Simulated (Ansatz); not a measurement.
Conformers of FH₅O₂Si₂, SMILES `O[SiH2]O[SiH2]F`, each relaxed with PBE0-D4/def2-TZVP in Ansatz. CBS adds the triple-zeta coupled-cluster correction to the MP2 limit.

Not all of them had a frequency check.

Conformer A:

Cartesian coordinates in Å:
```
O 1.672 0.287 -1.692
Si 0.226 0.752 -1.086
O 0.008 0.182 0.432
Si -0.723 -0.871 1.420
F -1.957 -0.152 2.124
H 2.466 0.698 -1.347
H -0.788 0.166 -1.989
H 0.136 2.228 -1.000
H -1.261 -2.018 0.655
H 0.222 -1.272 2.481
```

Conformer B:

Z-matrix (Å, degrees):
```
Si
O 1 1.640
O 1 1.637 2 111.7
H 1 1.483 2 106.8 3 -122.0
H 1 1.476 2 108.8 3 116.5
Si 2 1.618 1 144.1 3 1.0
H 3 0.959 1 118.6 2 -70.2
F 6 1.599 2 108.8 1 45.7
H 6 1.476 2 108.8 1 162.9
H 6 1.478 2 111.2 1 -72.0
```

Which is lowest in electronic energy at CCSD(T)/CBS (frozen core, def2 sets), and by how much? (An estimate is asked.)

The calculation gave: B; A lies 1.0 kJ/mol higher. Gaps under about 2 kJ/mol don't settle the order.

Give the energies relative to B (kJ/mol) with PBE0-D4/def2-TZVPP, B2PLYP/def2-TZVPP, PBE/def2-TZVPP, B3LYP/def2-TZVPP, HF/def2-TZVPP, HF/def2-QZVPP, MP2/CBS(def2). (An estimate is asked.)

Computed: 
| level | A |
| --- | --- |
| PBE0-D4/def2-TZVPP | 1.5 |
| B2PLYP/def2-TZVPP | 0.7 |
| PBE/def2-TZVPP | 0.6 |
| B3LYP/def2-TZVPP | 0.4 |
| HF/def2-TZVPP | 0.5 |
| HF/def2-QZVPP | 0.2 |
| MP2/CBS(def2) | 1.1 |

B3LYP here is the variant with VWN-RPA as its local correlation; programs differ in this.
